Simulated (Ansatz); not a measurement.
A nudged elastic band was laid between two geometries of ClGaH$_{2}$O (5 atoms, charge 0, multiplicity 1).

Method: Ansatz, RKS revPBE-D4/def2-SVP.

```
movable images  : 9
climbing image  : yes
spring          : 5.0 eV/Å²
optimiser       : quadratic models (default)
start path      : through a guess of the saddle point
force threshold : 0.03 eV/Å
iteration limit : 60
end points      : relaxed
```

Image 0:

```xyz
5
Properties=species:S:1:pos:R:3
Ga 0.274 -0.119 0.362
H 0.044 -0.124 1.912
Cl 2.248 0.138 -0.490
O -0.984 -0.313 -0.917
H -1.875 -0.429 -0.534
```

Image 10:

```xyz
5
Properties=species:S:1:pos:R:3
Ga -1.212 -0.347 0.940
H 1.931 0.140 1.525
Cl 2.084 0.141 0.235
O -1.829 -0.431 -0.787
H -1.267 -0.350 -1.579
```

Q: Which bonds break or form, and what moves?

A: Bonds broken: Ga1–H2, Ga1–Cl3. Bonds formed: H2–Cl3. ClGaH2O becomes ClH + GaHO.

Q: What energy profile does the band end with?

A: The run converged. The highest image is number 3 of 0 to 10, 1.91 eV above the first end and 0.84 eV above the last; the last end lies 1.07 eV above the first. Beside the main top the profile has a ripple of under 15 meV (maxima at images 3, 8), which may be a very shallow well or noise. A vibrational analysis at the climbing image gives one clearly imaginary mode, 853i cm⁻¹: a first-order saddle point. The orbitals stay closed-shell, which can raise the energy where a bond breaks towards radicals; this wasn't checked here.

```tsv
image	path coordinate (Å)	energy (eV)	Ga1–H2 (Å)	Ga1–Cl3 (Å)	H2–Cl3 (Å)
0	0.00	0.00	1.57	2.17	3.27
1	0.51	0.26	1.55	2.18	2.85
2	1.03	1.16	1.54	2.27	2.31
3	1.54	1.91	1.63	2.52	1.79
4	2.04	1.36	2.02	2.85	1.38
5	2.54	1.12	2.45	3.30	1.31
6	3.04	1.09	3.03	3.36	1.30
7	3.53	1.09	3.49	3.29	1.30
8	4.03	1.10	3.36	3.48	1.30
9	4.53	1.08	3.28	3.48	1.30
10	5.03	1.07	3.23	3.41	1.30
```

Q: What is the geometry of the highest image?

A: 
```xyz
5
Properties=species:S:1:pos:R:3
Ga -0.282 -0.166 0.596
H 1.067 0.038 1.493
Cl 2.176 0.090 0.083
O -1.145 -0.352 -0.981
H -2.109 -0.457 -0.858
```

Time of the run: 5.7 min on 1 thread of Arm Neoverse V2 (shared host), peak memory 0.13 GiB.
